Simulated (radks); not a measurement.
Valence configurations of Au II (all share [Xe]). Method: scalar-relativistic Kohn-Sham, LDA (Slater exchange, Perdew-Wang correlation), spin-polarised, spherical densities, finite nucleus; open shells are filled with parallel spins first (spin-orbit coupling, left out, can overturn this in heavy ions); Fermi nuclear charge, rms radius 5.4371 fm; computed with a radial shooting solver on a logarithmic mesh with Libxc functionals. Energies are relative to 4f14 5d10; eigenvalues in eV for spin up.

valence,E (eV),moment (Bohr magnetons),e(4f),e(5d),e(6p),e(6s)
4f14 5d10,0.000,0,-90.119,-15.620,-,-
4f13 5d10 6p1,90.225,2,-107.48,-20.975,-8.919,-
4f13 5d10 6s1,82.885,2,-105.67,-19.340,-,-15.182
4f14 5d9 6s1,2.155,2,-93.475,-18.311,-,-15.144
4f14 5d8 6s2,5.899,2,-97.110,-20.929,-,-16.113
4f13 5d9.5 6s0.5 6p1,92.467,3,-109.30,-22.412,-9.345,-17.082
4f12 5d10 6s2,179.65,2,-122.22,-23.296,-,-16.245
4f14 5d9 6p1,9.436,2,-95.241,-19.891,-8.912,-
4f14 5d8 6p2,20.570,4,-100.42,-24.085,-10.496,-
4f13.5 5d9 6p1.5,54.368,3,-103.95,-22.589,-9.749,-

NIST lists [Xe] 4f14 5d10 as the ground configuration; this level of theory agrees among the configurations tried. The energies are those of spherical high-spin densities, not of single terms.
